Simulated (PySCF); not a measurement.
## From PBE to CCSD(T): MMg along the halogens

PBE and CCSD(T) in PySCF with x2c-TZVPPall on every atom, spin-free X2C, for the lowest determinant that a PBE0 search found; no spin–orbit coupling.

| molecule | state (unpaired electrons) | PBE Re (Å) | PBE ωe (cm⁻¹) | PBE De (eV) | CCSD(T) Re (Å) | CCSD(T) ωe (cm⁻¹) | CCSD(T) De (eV) |
| --- | --- | --- | --- | --- | --- | --- | --- |
| MgF | doublet (σ ↑) | 1.783 | 670 | 4.66 | ? | ? | ? |
| MgCl | doublet (σ ↑) | 2.224 | 442 | 3.33 | 2.213 | 462 | 3.10 |
| MgBr | doublet (σ ↑) | 2.381 | 352 | 2.85 | 2.367 | 371 | 2.66 |
| MgI | doublet (σ ↑) | 2.607 | 298 | 2.30 | 2.590 | 317 | 2.09 |

**Question.** Estimate the CCSD(T) values of MgF by adding the mean shift from PBE to CCSD(T) of the other rows, and compare with the calculation.

**Answer.** The mean shifts are -1.4 pm, +19 cm⁻¹ and -0.21 eV, which give 1.769 Å, 689 cm⁻¹ and 4.45 eV. CCSD(T)/x2c-TZVPPall gives Re = 1.764 Å, ωe = 703 cm⁻¹, De = 4.29 eV.

**Question.** What are the mean differences of PBE from CCSD(T) over the whole series?

**Answer.** Re +1.5 pm, ωe -23 cm⁻¹, De +0.25 eV.

In a basis of this size CCSD(T) is itself not converged; it tends to give bonds that are too long and too weak.

Correlated steps freeze the inner cores (2 to 19 orbitals); shallow outer-core shells are correlated. Spin–orbit coupling is left out, which matters for elements this heavy, above all for dissociation energies. States were picked by a PBE0 search and need not be the measured ground states.
